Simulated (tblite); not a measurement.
C7H11NSi.
SMILES with atom numbers: `[H]/[N:1]=[CH:2]\[CH:3]=[C:4]1\[CH2:5][CH:6]=[CH:7][SiH2:8][CH2:9]1` (hydrogens: H10 on N1; H11 on C2; H12 on C3; H13, H14 on C5; H15 on C6; H16 on C7; H17, H18 on Si8; H19, H20 on C9)

Computed with GFN2-xTB (tblite), gas phase: L-BFGS steps from a force-field or distance-geometry start until the largest atomic force falls under 0.01 eV/Å.

Geometry at step 5:
```
atom  x, y, z in Å
N1      3.8941   -0.4912   -0.1914
C2      2.6709   -0.6136    0.1113
C3      1.6639    0.4136    0.0445
C4      0.3632    0.3075    0.3663
C5     -0.5341    1.5081    0.2268
C6     -1.7875    1.3195   -0.5834
C7     -2.3598    0.1581   -0.8839
Si8    -1.6939   -1.4835   -0.3046
C9     -0.2859   -0.9314    0.8623
H10     4.1469    0.4488   -0.4967
H11     2.3854   -1.6045    0.4342
H12     2.0548    1.3644   -0.2913
H13    -0.8339    1.8472    1.2246
H14     0.0207    2.3470   -0.2028
H15    -2.2329    2.2461   -0.9325
H16    -3.2570    0.1525   -1.4842
H17    -2.7260   -2.2279    0.4249
H18    -1.1886   -2.2630   -1.4329
H19     0.4096   -1.7541    0.9837
H20    -0.7151   -0.7331    1.8441
```

Question: Give the atomic forces at this geometry.

Answer: 
| atom | Fx (eV/Å) | Fy (eV/Å) | Fz (eV/Å) |
| --- | --- | --- | --- |
| N1 | 0.023 | 0.006 | 0.029 |
| C2 | 0.137 | -0.106 | -0.059 |
| C3 | -0.119 | -0.018 | 0.039 |
| C4 | -0.014 | -0.042 | -0.119 |
| C5 | -0.043 | 0.080 | 0.023 |
| C6 | -0.046 | -0.140 | -0.074 |
| C7 | 0.028 | 0.159 | 0.007 |
| Si8 | -0.004 | 0.021 | -0.013 |
| C9 | -0.077 | -0.053 | 0.044 |
| H10 | 0.053 | 0.044 | -0.036 |
| H11 | -0.097 | -0.142 | 0.072 |
| H12 | -0.081 | 0.191 | -0.088 |
| H13 | -0.087 | -0.072 | 0.126 |
| H14 | 0.085 | -0.056 | -0.069 |
| H15 | 0.069 | 0.022 | 0.052 |
| H16 | -0.059 | 0.128 | -0.039 |
| H17 | 0.043 | -0.038 | 0.044 |
| H18 | 0.071 | -0.085 | -0.035 |
| H19 | 0.196 | 0.046 | 0.054 |
| H20 | -0.079 | 0.055 | 0.044 |

The largest, 0.23 eV/Å, acts on H12; the rms over all components is 0.079 eV/Å. The forces sum to zero within rounding, as they must for an isolated molecule in no field.

Question: Give the force on H12 in Eh/bohr and in nN.

Answer: 0.225 eV/Å ÷ 51.422 = 0.00438 Eh/bohr, and 0.225 eV/Å × 1.602 = 0.36 nN.

Question: How far is this geometry from the end of the optimisation?

Answer: 0.058 eV above it, and 0.248 Å rms away after alignment. The bonds farthest from their final lengths, with half the difference of the two atoms' forces along the bond (positive lengthens):

```json
{"bond": "C7–Si8", "now (Å)": "1.864", "final (Å)": "1.877", "force along bond (eV/Å)": "+0.05"}
{"bond": "Si8–C9", "now (Å)": "1.910", "final (Å)": "1.916", "force along bond (eV/Å)": "-0.02"}
{"bond": "C2–H11", "now (Å)": "1.081", "final (Å)": "1.086", "force along bond (eV/Å)": "+0.07"}
{"bond": "C4–C9", "now (Å)": "1.484", "final (Å)": "1.479", "force along bond (eV/Å)": "+0.05"}
{"bond": "C2–C3", "now (Å)": "1.440", "final (Å)": "1.445", "force along bond (eV/Å)": "+0.12"}
{"bond": "C3–H12", "now (Å)": "1.081", "final (Å)": "1.086", "force along bond (eV/Å)": "+0.12"}
```

The angle farthest from its final value is C4–C9–Si8, 111.1° against 105.3°.

What follows is the cost of the whole relaxation. Time: 1.3 s wall. Hardware: one thread, Arm Neoverse N1 (aarch64), shared host.
